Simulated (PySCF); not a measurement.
Species: CH6GeN2.
Atom-mapped SMILES: `[CH2:1]=[N:2][GeH2:3][NH2:4]` (hydrogens: H5, H6 on C1; H7, H8 on Ge3; H9, H10 on N4)

Computed, not measured: PySCF 2.14.0, PBE0-D3(BJ)/def2-SVP geometry optimisation, gas phase.

(1) What internal coordinates does the optimisation give?

## Answers

(1) 
```tsv
bond	length (pm)
C1=N2	126.2
N2–Ge3	187.0
Ge3–N4	182.5
C1–H5	111.5
C1–H6	110.7
Ge3–H7	153.4
Ge3–H8	154.7
N4–H9, N4–H10	101.7
```

Bonds in one row agree within 1 pm and their mean is given. A selection of angles:
```tsv
angle	degrees
N2–C1–H5	125.2
N2–C1–H6	120.3
H5–C1–H6	114.5
C1–N2–Ge3	120.1
N2–Ge3–N4	111.9
N2–Ge3–H7	106.5
N2–Ge3–H8	109.1
N4–Ge3–H7	107.6
H7–Ge3–H8	113.6
Ge3–N4–H9	114.7
Ge3–N4–H10	114.1
H9–N4–H10	108.6
```

Torsions: C1–N2–Ge3–N4 -123° (anticlinal). The mirror-image conformer, all signs reversed, is as good.

The 2 Ge–N bonds span 1.825 Å (Ge3–N4, drawn single) to 1.870 Å (N2–Ge3, drawn single), a spread of 0.045 Å. N4 (nitrogen bonded to Ge and 2 H) is pyramidal (angles 114.7°, 114.1° and 108.6°, sum 337.5°, 0.33 Å off the plane of its three neighbours). Ge3 (germanium bonded to 2 N and 2 H) is distorted tetrahedral (angles from 106.5° to 113.6°).

Point group: C1 (no symmetry element, even within 0.4 Å). Not checked by PBE0-D3(BJ)/def2-SVP frequencies. One conformer, not necessarily the lowest (C1–N2–Ge3–N4 -123°, N2–Ge3–N4–H 64° and -63°).
